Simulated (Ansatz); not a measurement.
One change: `[OH][Sb]([OH])[SiH2]S` becomes `[OH][SbH][OH]`.

Ansatz, PBE0-D4/def2-TZVP geometries, multiplicity 1. Each molecule was computed in one conformer, which needn't be the lowest.

Elements past krypton have def2 core potentials.

```
                                          property  `[OH][Sb]([OH])[SiH2]S`
           HOMO–LUMO gap (ωB97M-V/def2-TZVPP) / eV                     9.31
    zero-point energy (PBE0-D4/def2-TZVP) / kJ/mol                    142.1
               LUMO energy (B3LYP/def2-TZVPP) / eV                    -1.39
               HOMO energy (B3LYP/def2-TZVPP) / eV                    -6.66
             HOMO–LUMO gap (B3LYP/def2-TZVPP) / eV                     5.27
size of the dipole moment (ωB97M-V/def2-TZVPP) / D                     1.83
```

**Question.** What does the change do to each property? (Estimate.)

**Answer.** Computed: 
```tsv
property	`[OH][SbH][OH]`	shift
HOMO–LUMO gap (ωB97M-V/def2-TZVPP) / eV	10.31	1.00
zero-point energy (PBE0-D4/def2-TZVP) / kJ/mol	89.1	-53.0
LUMO energy (B3LYP/def2-TZVPP) / eV	-1.12	0.27
HOMO energy (B3LYP/def2-TZVPP) / eV	-7.18	-0.52
HOMO–LUMO gap (B3LYP/def2-TZVPP) / eV	6.06	0.79
size of the dipole moment (ωB97M-V/def2-TZVPP) / D	3.23	1.40
```

With PBE0 the HOMO falls by 0.50 eV and the LUMO rises by 0.35 eV, so the gap widens by about 0.85 eV. PBE moves the HOMO by -0.35 eV and ωB97M-V by -0.70 eV. The zero-point energy changes by -53.0 kJ/mol with -12 modes. Dipoles are sizes alone; their direction can turn.

B3LYP here is the variant with VWN-RPA as its local correlation; programs differ in this.

Spin–orbit coupling is left out; it splits and shifts lone-pair levels of the heavy atoms by tenths of an eV.
